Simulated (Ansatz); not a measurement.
A made-up structure of NaSiH₂I, closed shell:

```tsv
atom	x (Å)	y (Å)	z (Å)
Na1	-1.8371	-0.2488	1.5803
Si2	-0.2191	0.3379	-0.5549
I3	1.0509	-0.9830	1.3723
H4	-3.6271	-0.5983	2.3249
H5	0.7916	1.4439	-0.7060
```

It is relaxed with PBE-D4/def2-SVP and then PBE0-D4/def2-TZVP (Ansatz 0.2.0). Atoms count as bonded within 1.22 times the sum of their covalent radii (H–H: 0.88 Å). The end point is not checked to be a true minimum.

Task: Does its bonding change? (Judge from chemistry; the calculation decides.)

Result: The calculation gives: Yes. Formed: Na1–H5, Si2–H4; broken: none.

Where it ends: The first stage lowers the energy by 2.78 eV in 36 steps. It ends as NaSiH₂I ([H]1[Na]23[H][Si]12[I]3):
Na1  (-1.458, -0.272, 2.325)
Si2  (-0.628, 0.466, -0.334)
I3  (0.890, -1.331, 0.978)
H4  (-1.931, -0.275, 0.106)
H5  (-0.714, 1.364, 0.941)
(Å)

Labels in which every atom is bracketed show which atoms are joined, not bond orders.

For scale, one of the runs: PBE0-D4/def2-TZVP relaxation, 131 basis functions, launched by `ansatz run in.yaml --threads 2 --pin off --events-out ev --progress --plain --max-ram 4352MiB`. The run took about 20 s on 2 CPU threads of an Arm Neoverse V2 (shared host).
